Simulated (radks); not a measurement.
Results of a calculation; reference values are marked as such.
The nuclear charge of the germanium ion Ge+ is varied continuously with 31 electrons held in [Ar] 3d10 4s2 4p1. Code: a radial shooting solver on a logarithmic mesh with Libxc functionals. Model: Dirac Kohn-Sham, PBE, spin-unpolarised, spherical densities, point nucleus; open shells fill j = l - 1/2 first. By the Hellmann-Feynman theorem dE/dZ = E(electron-nucleus)/Z, the electronic potential at the nucleus.

Z,E (hartree),E(electron-nucleus)/Z (hartree),HOMO,e(HOMO) (eV),<r> HOMO (bohr)
31,-1944.02152,-151.316,4p1/2,-2.622,3.388
31.2,-1974.41804,-152.649,4p1/2,-4.103,3.133
31.4,-2005.08100,-153.980,4p1/2,-5.731,2.936
31.6,-2036.01000,-155.309,4p1/2,-7.490,2.778
31.8,-2067.20471,-156.637,4p1/2,-9.371,2.645
32,-2098.66489,-157.964,4p1/2,-11.366,2.531
32.2,-2130.39036,-159.290,4p1/2,-13.469,2.432
32.4,-2162.38098,-160.616,4p1/2,-15.677,2.343
32.6,-2194.63664,-161.941,4p1/2,-17.985,2.264
32.8,-2227.15728,-163.266,4p1/2,-20.390,2.193
33,-2259.94283,-164.590,4p1/2,-22.891,2.127

The central difference of E at Z = 32 is -157.964 hartree, to compare with the third column; the second derivative is -6.63 hartree.
